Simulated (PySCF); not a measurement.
## Excitation energy of P by level of theory

P [Ne] 3s2 3p3 (4S) → P [Ne] 3s2 3p2 4s1 (4P), as a difference of total energies. Calculation: PySCF 2.14, in aug-cc-pCVTZ-DK (8s7p5d3f, 75 functions); the spin-free X2C one-electron Hamiltonian (Gaussian nucleus). Correlated levels: nothing frozen. The calculations carry no spin-orbit coupling.

```tsv
method	excitation energy (eV)
UHF	6.920
MP2 (all electrons)	7.218
SCS-MP2 (all electrons)	7.131
CCSD (all electrons)	7.145
CCSD(T) (all electrons)	7.155
```

Errors of the correlated levels include the incompleteness of this basis.

The promoted electron is Rydberg-like, and one or two diffuse shells describe it only roughly, which tends to raise the upper state.

Task: Which method comes closest to the reference value, and which is furthest?

Result: The reference is 6.967 eV (measured; NIST levels, between the centres of gravity of the two terms). Closest: UHF (error -0.047 eV); furthest: MP2 (all electrons) (error 0.251 eV).
